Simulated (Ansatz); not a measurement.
System: sum formula H4Si2OF, net charge 0, doublet state. It need not be the lowest isomer of its formula. SMILES: F[SiH]O[SiH3]
Coordinates optimised at B3LYP-D3(BJ)/def2-TZVP (Ansatz, a first-principles code):
```xyz
8

F      1.9042    -0.7413     0.3856
Si     1.0215     0.5782     0.6495
O     -0.3586     0.4690    -0.2023
Si    -1.7157    -0.3643    -0.6280
H      1.7996     1.7307     0.1104
H     -1.3800    -1.3543    -1.6732
H     -2.2690    -1.0576     0.5568
H     -2.6998     0.6070    -1.1474
```
Charge 0, spin multiplicity 2.

Parts of the frozen-core correlation energy in cc-pV(T+d)Z (Ansatz, hartree). Frozen orbitals: 12; correlated occupied orbitals by spin: 13 and 12; virtual: 169 and 170. UHF or UKS for open shells. No spin-orbit coupling. Non-relativistic.

```tsv
term	value
reference (HF)	-754.72110
MP2 opposite-spin	(withheld)
MP2 same-spin	-0.16550
CCSD correlation	(withheld)
(T)	(withheld)
T1 diagnostic	0.014
largest doubles amplitude	0.018
<S^2> of the reference	0.755
```

Complete the blanks.


- MP2 opposite-spin, value: -0.54192
- CCSD correlation, value: -0.73781
- (T), value: -0.02353
